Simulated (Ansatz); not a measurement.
## Which isomer of C2H8Si2 gives these data?

These gas-phase data were calculated for one isomer of C2H8Si2 at B3LYP/def2-SVP (harmonic, unscaled wavenumbers; equilibrium rotational constants with average atomic masses):

| Quantity | Value |
| --- | --- |
| rotational constants | 24.13, 1.38, 1.346 GHz |
| all wavenumbers above 1500 cm⁻¹ | 3101, 3094, 2227, 2226, 2216, 2212, 2211, 2210, 1632 |

Candidates:

(1) `[SiH3]/C=C\[SiH3]`, a singlet
(2) `[SiH3]/C=C/[SiH3]`, a singlet
(3) `C=C([SiH3])[SiH3]`, a singlet

Q: Which structure fits? Where the bands don't settle it, estimate the moments of inertia from typical bond lengths.

A: Candidate (2). The rotational constants decide: (1) would give 9.293, 1.951, 1.675 GHz; (3) would give 6.363, 2.708, 1.987 GHz.

The same quantities for all candidates:

|  | rotational constants (GHz) | wavenumbers above 1500 cm⁻¹ | E above the lowest, B3LYP/def2-SVP (kcal/mol) |
| --- | --- | --- | --- |
| (1) | 9.293, 1.951, 1.675 | 3088, 3065, 2259, 2241, 2218, 2214, 2211, 2210, 1634 | 2.8 |
| (2) | 24.13, 1.38, 1.346 | 3101, 3094, 2227, 2226, 2216, 2212, 2211, 2210, 1632 | 0.1 |
| (3) | 6.363, 2.708, 1.987 | 3170, 3088, 2222, 2219, 2218, 2215, 2211, 2209, 1641 | 0.0 |

Programs: Ansatz 0.2.0.
